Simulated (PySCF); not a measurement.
C2H6BO2, SMILES O([B]OC)C (connectivity only; charge and spin as stated), charge +1, multiplicity 1. Heavy atoms are numbered as in [CH3:1][O:2][B:3][O:4][CH3:5]. Hydrogens are named by the atom that carries them.

Geometry optimised at PBE0-D3(BJ)/def2-SVP. The multiplicity is an assumed one; no other spin state was optimised. The isomer is the one that the SMILES or the coordinates give; other isomers of the formula were not compared. One conformer was computed; it need not be the lowest.

All values below come from PBE/pcSseg-1 (PySCF).

GIAO shieldings, no solvent; atoms alike by connectivity are averaged. δ = σ(ref) − σ: ¹³C against TMS (σ = 182.0 ppm); ¹⁷O against H2O (σ = 334.3 ppm); ¹¹B against BF3 (σ = 83.9 ppm); ¹H against TMS (σ = 31.49 ppm), references at their B3LYP-D3(BJ)/def2-TZVP geometries, non-relativistic.

Computed chemical shifts:
| nucleus | atoms | count | δ (ppm) |
|---|---|---|---|
| ¹³C | C1 (CH3) | 2 | 70.4 |
| ¹⁷O | O2 | 2 | 32.0 |
| ¹¹B | B3 | 1 | -17.7 |
| ¹H | H on C1 | 6 | 5.21 |
